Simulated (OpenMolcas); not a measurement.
## F⁵⁺: effect of the basis set

```yaml
Program: OpenMolcas
Method: RASSCF
Active_space: 2 electrons in 9 orbitals (RAS2 2s 2p; RAS3 3d, at most 2 electrons)
State_averaging: 2S+1 = 3 even, 3 roots; 2S+1 = 1 even, 7 roots (6 in the spin-orbit step); 2S+1 = 3 odd, 3 roots; 2S+1 = 1 odd, 3 roots
Spin-orbit_coupling: RASSI with atomic mean-field integrals over the reference wave functions, term energies averaged over their components
```

A. ANO-RCC-VTZP [4s3p2d1f], DKH2, point nucleus; cost about 19 core-seconds
B. ANO-R2 [4s4p2d1f], X2C, finite nucleus; cost about 15 core-seconds
C. ANO-RCC-VQZP [5s4p3d2f1g], DKH2, point nucleus; cost of the order of 15 core-seconds
D. ANO-RCC [8s7p4d3f2g], DKH2, point nucleus; cost roughly 14 core-seconds

Energies in cm-1 above 2s2 1S0, the measured ground level; measured values from Moore, Atomic Energy Levels, vol. I, NSRDS-NBS 35 (1971 reprint of NBS Circular 467, 1949).

| Level | A | B | C | D | Measured |
| --- | --- | --- | --- | --- | --- |
| 2s2 1S0 | 0.0 | 0.0 | 0.0 | 0.0 | 0.0 |
| 2s 2p 3P* 0 | 96557 | 96650 | 96645 | 96525 |  |
| 2s 2p 3P* 1 | 96833 | 96923 | 96924 | 96802 | 96861 |
| 2s 2p 3P* 2 | 97390 | 97474 | 97487 | 97361 | 97437 |
| 2s 2p 1P* 1 | 190201 | 190332 | 190147 | 190051 |  |
| 2p2 3P0 | 252653 | 252997 | 253028 | 252848 |  |
| 2p2 3P1 | 252927 | 253270 | 253305 | 253125 | 251635 |
| 2p2 3P2 | 253470 | 253809 | 253854 | 253674 | 252145 |
| 2p2 1D2 | 277638 | 278139 | 278096 | 277938 | 274597 |

Deviations, from unrounded energies. A percentage is the sum of absolute deviations over the sum of measured energies, with the sign that they share, or ± where signs differ.

```tsv
Against measurement	Levels	A	B	C	D
mean absolute deviation (cm-1)	5	1100	1400	1400	1300
other configurations (%)	5	±0.6	+0.7	+0.7	±0.7
```

A lies closest to measurement on these levels and C furthest from it. The largest miss of A in the table is 2p2 1D2, by +3000 cm-1. The ranking rests on the paired levels alone, and a cruder setting can come out closer through cancelling errors.

Among A to D the level of the table that moves most is 2p2 1D2, by 500 cm-1 (lowest in A, highest in B).

Active for correlation alone: 3d; no level in the range computed is led by a configuration that fills it, so any true level of that kind is missing. Measured partners are found by configuration, term and J. A level has none where our copy of the source lacks it or the pairing is in doubt (some pairs that miss far off the trend of their configuration count as doubtful), and it then counts in no deviation. Levels of configurations outside the active space are missing.

* marks odd parity.
